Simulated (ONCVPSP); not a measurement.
Reading a pseudo-wave (Os (Z = 76))

Columns: radius, all-electron u(r) and pseudo u(r) of the 5s shell (level -89.24 eV) of osmium in the configuration [Kr] 4d10 4f14 5s2 5p6 5d7 6s1; PBEsol, scalar-relativistic, ONCV scheme, ONCVPSP 4.0.1.

```tsv
r (bohr)	all-electron	pseudo
0.088	0.0504	0.1577
0.175	0.3438	0.3107
0.262	-0.3611	0.4574
0.350	-0.6528	0.5959
0.438	-0.3905	0.7205
0.525	0.0900	0.8263
0.612	0.5517	0.9115
0.700	0.8959	0.9740
0.788	1.0998	1.0112
0.875	1.1835	1.0227
0.962	1.1806	1.0097
1.050	1.1194	0.9736
1.138	1.0245	0.9175
1.225	0.9148	0.8459
1.312	0.8014	0.7631
1.400	0.6906	0.6730
1.487	0.5893	0.5830
1.575	0.4972	0.4957
1.662	0.4172	0.4170
1.750	0.3471	0.3471
1.838	0.2874	0.2874
1.925	0.2375	0.2374
2.012	0.1956	0.1955
2.100	0.1602	0.1602
2.188	0.1309	0.1309
2.275	0.1070	0.1069
```

Question: How many radial nodes do the two functions have?

Answer: The all-electron 5s function has n − l − 1 = 4 (the table is too coarse to show those close to the nucleus); the pseudo-wave has 0, since the states of the same l below it are removed with the core.

Question: At about which radius was the pseudo-wave matched?

Answer: 1.75 bohr. The columns agree to 0.0005 from 1.66 bohr on; several derivatives are matched, so the curves merge somewhat inside the radius.

Question: Is the pseudo-wave norm-conserving?

Answer: Yes: the ONCV scheme keeps the norm inside the radius equal to the all-electron one, which fixes the energy derivative of the logarithmic derivative at the level.
